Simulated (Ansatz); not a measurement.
Relaxation of BBrClH$_{3}$ (6 atoms, charge 0, multiplicity 1), to a largest force component of 0.03 eV/Å in at most 50 steps.

The calculation used Ansatz, RKS r2SCANh-D4/def2-SVPD.

```xyz
6
Properties=species:S:1:pos:R:3:forces:R:3
B 0.021 -0.443 -0.373 0.03 -1.14 0.30
Cl -0.001 0.263 2.602 0.04 -1.13 -0.21
H 1.077 0.094 -0.517 0.00 0.00 0.00
H -1.064 0.033 -0.515 0.00 0.00 0.00
Br 0.078 -2.403 0.026 -0.03 1.14 -0.26
H 0.045 -1.057 2.425 -0.04 1.13 0.18
```

Q: Where does it end, and by what steps?

A: The forces met the threshold. After 7 steps the energy has fallen by 0.092 eV; H6 moved furthest, 0.28 Å.

| step | energy less start (eV) | largest force component (eV/Å) | accepted |
| --- | --- | --- | --- |
| 0 | 0.0000 | 1.139 | yes |
| 1 | -0.0333 | 1.434 | yes |
| 2 | -0.0457 | 0.740 | yes |
| 3 | -0.0876 | 0.099 | yes |
| 4 | -0.0906 | 0.187 | yes |
| 5 | -0.0920 | 0.072 | yes |
| 6 | -0.0924 | 0.043 | yes |
| 7 | -0.0924 | 0.005 | yes |

```xyz
6
Properties=species:S:1:pos:R:3
B 0.022 -0.482 -0.364
Cl 0.003 0.254 2.444
H 1.066 0.087 -0.485
H -1.054 0.025 -0.483
Br 0.078 -2.388 -0.161
H 0.040 -1.010 2.697
```

Whether the end is a true minimum wasn't checked by a vibrational analysis.

Time of the run: 15 s on 4 threads of Arm Neoverse V2 (shared host), peak memory 0.28 GiB.
